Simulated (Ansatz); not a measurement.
```xyz
20

C     0.166    3.267   -0.107
C    -0.952    2.300    0.194
O    -0.809    1.084   -0.552
C    -0.010    0.150   -0.028
O     0.566    0.271    1.022
C     0.076   -1.051   -0.930
C     0.823   -2.215   -0.310
C     0.118   -2.851    0.867
Cl   -1.458   -3.563    0.399
H    -0.008    4.208    0.420
H     0.218    3.479   -1.176
H     1.125    2.864    0.222
H    -0.989    2.058    1.258
H    -1.918    2.699   -0.117
H    -0.938   -1.339   -1.221
H     0.569   -0.724   -1.851
H     1.003   -2.975   -1.074
H     1.798   -1.872    0.049
H    -0.087   -2.123    1.650
H     0.708   -3.666    1.283
```

Charge 0, multiplicity 1.

List the PBE/def2-TZVPP orbital energies in eV (the Gaussian-basis code of Ansatz). (An estimate is asked.)

The calculation gave: Occupied: -2738.63, -511.52, -509.88, -272.16, -270.47, -270.32, -269.34, -269.29, -268.89, -249.18, -189.95, -189.67, -189.66, -27.86, -25.52, -21.38, -19.88, -19.11, -17.48, -16.19, -14.77, -13.62, -12.61, -12.20, -11.92, -11.39, -11.11, -10.72, -10.35, -9.78, -9.60, -9.32, -8.95, -8.65, -8.62, -8.14, -7.31, -6.98, -6.86, -6.39. Lowest empty: -0.89, -0.04, 0.41, 0.89, 1.40, 1.45, 1.74, 1.87.
